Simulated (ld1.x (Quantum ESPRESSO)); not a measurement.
## lithium (Li): variants of one TM potential

Base potential:

Li, norm-conserving Troullier–Martins (Kleinman–Bylander form), made with ld1.x (Quantum ESPRESSO) 7.5 (LDA (PZ), scalar-relativistic). Core [He], reference 2s1 2p0. Waves: 2s (bound): rc 2.45 bohr; 2p (bound, empty): rc 4.20 bohr. Local part: all-electron potential smoothed inside 2.65 bohr (lloc = -1). Core correction: a·sin(br)/r model core, default radius (core density twice the valence density).

All-electron outer shells of the reference configuration (LDA (PZ), scalar-relativistic, ld1.x):

```
shell  level (eV)  outermost node (bohr)  outermost maximum (bohr)
   1s      -51.10                      –                      0.36
   2s       -2.88                   0.84                      3.12
   2p       -1.13                      –                      3.91
```

Cutoffs, loose and tight: the cutoffs (Ry, on a coarse ladder) from which the occupation-weighted sum of valence levels, in a spherical-Bessel basis at the reference potential, stays within 10 and 1 mRy of its value at 400 Ry. They do not see the model core or the augmentation charge, which bear on the density cutoff. Test errors are all-electron minus pseudo excitation energies from the reference, over the configurations 2s0.5 2p0; 2s0 2p1 (two spin-polarised tests are not counted in the largest error). A dash means not determined; rows that change the core or the reference have their own tests.

The default core radius of the base comes out at 1.51 bohr.

| change | outcome | cutoff, loose | cutoff, tight | bound ghosts | largest test error (meV) |
| --- | --- | --- | --- | --- | --- |
| base | generated | 6 Ry | 6 Ry | none | -4.6 |
| core correction none | generated | 6 Ry | 6 Ry | none | +6.0 |
| core correction a·sin(br)/r model core inside 1.20 bohr | generated | 6 Ry | 6 Ry | none | -4.7 |
| core correction a·sin(br)/r model core inside 1.56 bohr | generated | 6 Ry | 6 Ry | none | -4.5 |
| core correction a·sin(br)/r model core inside 1.98 bohr | generated | 6 Ry | 6 Ry | none | -3.6 |
| core correction a·sin(br)/r model core inside 2.52 bohr | generated | 6 Ry | 6 Ry | none | +4.6 |
| core correction a·sin(br)/r model core inside 2.82 bohr | generated | 6 Ry | 6 Ry | none | +5.3 |
